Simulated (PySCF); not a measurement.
Molfile (atoms numbered from 1):
```
C4H12Si
     RDKit          3D

 17 16  0  0  0  0  0  0  0  0999 V2000
    2.5381    0.4276   -0.1779 C   0  0  0  0  0  0  0  0  0  0  0  0
    1.1570   -0.2095   -0.2813 C   0  0  0  0  0  0  0  0  0  0  0  0
    0.2158    0.2924    0.8106 C   0  0  0  0  0  0  0  0  0  0  0  0
   -1.5166   -0.4976    0.7590 Si  0  0  0  0  0  4  0  0  0  0  0  0
   -2.3989   -0.0690   -0.8674 C   0  0  0  0  0  0  0  0  0  0  0  0
    2.4669    1.5094   -0.2725 H   0  0  0  0  0  0  0  0  0  0  0  0
    3.1942    0.0570   -0.9627 H   0  0  0  0  0  0  0  0  0  0  0  0
    2.9917    0.2000    0.7848 H   0  0  0  0  0  0  0  0  0  0  0  0
    1.2550   -1.2948   -0.2047 H   0  0  0  0  0  0  0  0  0  0  0  0
    0.7326    0.0151   -1.2622 H   0  0  0  0  0  0  0  0  0  0  0  0
    0.1328    1.3786    0.7314 H   0  0  0  0  0  0  0  0  0  0  0  0
    0.6713    0.0925    1.7826 H   0  0  0  0  0  0  0  0  0  0  0  0
   -1.3902   -1.9576    0.8727 H   0  0  0  0  0  0  0  0  0  0  0  0
   -2.2992    0.0149    1.8925 H   0  0  0  0  0  0  0  0  0  0  0  0
   -1.8701   -0.4723   -1.7266 H   0  0  0  0  0  0  0  0  0  0  0  0
   -3.4040   -0.4802   -0.8819 H   0  0  0  0  0  0  0  0  0  0  0  0
   -2.4834    1.0055   -1.0062 H   0  0  0  0  0  0  0  0  0  0  0  0
  1  2  1  0
  2  3  1  0
  3  4  1  0
  4  5  1  0
  1  6  1  0
  1  7  1  0
  1  8  1  0
  2  9  1  0
  2 10  1  0
  3 11  1  0
  3 12  1  0
  4 13  1  0
  4 14  1  0
  5 15  1  0
  5 16  1  0
  5 17  1  0
M  END
```

Geometry: GFN2-xTB; GIAO absolute shieldings from PySCF 2.14, gas phase, non-relativistic, averaged over equivalent atoms.

At PBE0/pcSseg-1 (152 basis functions, 19 s wall time on 1 thread of an Arm Neoverse V1, shared host):
| atoms | σ (ppm) |
| --- | --- |
| C2 | 164.0 |
| C1 | 165.5 |
| C3 | 169.1 |
| C5 | 195.2 |
| Si4 | 391.6 |
| H13/H14 | 27.55 |
| H9/H10 | 30.40 |
| H6/H7/H8 | 30.61 |
| H11/H12 | 31.13 |
| H15/H16/H17 | 31.60 |

**Question.** Predict the values at HCTH407/pcSseg-1 on the same geometry.

**Answer.** 
```
      atoms  σ at HCTH407/pcSseg-1  change
         C2                  157.6    -6.4
         C1                  161.6    -3.9
         C3                  163.3    -5.8
         C5                  191.4    -3.8
        Si4                  387.8    -3.8
    H13/H14                  27.57   +0.02
     H9/H10                  30.22   -0.18
   H6/H7/H8                  30.53   -0.08
    H11/H12                  30.96   -0.17
H15/H16/H17                  31.54   -0.06
```

The largest change is at C2 (sp3 CH2). Cost: 152 basis functions, 25 s wall time on 1 thread of an Arm Neoverse V1, shared host. The order of the carbon signals is the same at both levels.
